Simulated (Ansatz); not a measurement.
System: C6H6N (charge 0, doublet). It need not be the lowest isomer of its formula. 
Structure (B3LYP-D3(BJ)/def2-TZVP (Ansatz, a program for electronic structure) minimum search):
SMILES: N#CC1=C[CH]CC1
```xyz
13

C     -1.6736    -0.9708     0.4533
C     -1.7909     0.5244     0.4096
C     -0.5953     1.1058     0.0912
C      0.3967     0.1288    -0.1026
C     -0.1883    -1.2486     0.1060
C      1.7303     0.3670    -0.4379
N      2.8432     0.5405    -0.7165
H     -2.3554    -1.4456    -0.2585
H     -1.9434    -1.3637     1.4381
H     -2.7089     1.0585     0.6067
H     -0.4193     2.1676    -0.0029
H      0.3322    -1.7788     0.9070
H     -0.0805    -1.8609    -0.7923
```
Charge 0, spin multiplicity 2.

Quantity: atomisation energy (electronic, to ground-state atoms), in kcal/mol. Cores are frozen in the correlated levels unless marked. UHF or UKS for open shells. Spin-orbit coupling is left out. Non-relativistic unless marked X2C. The coupled-cluster limit lacks core correlation, which all-electron functionals hold. CBS marks a two-point X^-3 extrapolation of the correlation energy; Hartree-Fock from the larger set.

The UHF reference is spin-contaminated (<S^2> 0.33 over the pure value in the largest basis). 

| level | program | atomisation energy (kcal/mol) |
|---|---|---|
| BLYP-D3(BJ)/def2-TZVPD | Ansatz + dftd3 | 1444.7 |
| PBE0-D4/def2-TZVP | Ansatz + dftd4 | [?] |
| PBE0/def2-QZVPP | Ansatz | [?] |
| r2SCAN0/def2-TZVPD | Ansatz | 1417.4 |
| wB97X-V/def2-TZVPD | Ansatz | [?] |
| B2PLYP-D4/def2-TZVPD | Ansatz + dftd4 | 1427.1 |
| CCSD/6-31G | Ansatz | 1231.9 |
| CCSD/6-31G* | Ansatz | 1304.7 |
| X2C-CCSD(T)/cc-pVTZ-DK | Ansatz | [?] |
| CCSD(T)/CBS(cc-pVTZ,cc-pVQZ) | Ansatz | 1428.2 |

Q: What belongs in the gaps?

A: 
- PBE0-D4/def2-TZVP, atomisation energy (kcal/mol): 1459.4
- PBE0/def2-QZVPP, atomisation energy (kcal/mol): 1454.6
- wB97X-V/def2-TZVPD, atomisation energy (kcal/mol): 1436.5
- X2C-CCSD(T)/cc-pVTZ-DK, atomisation energy (kcal/mol): 1390.5
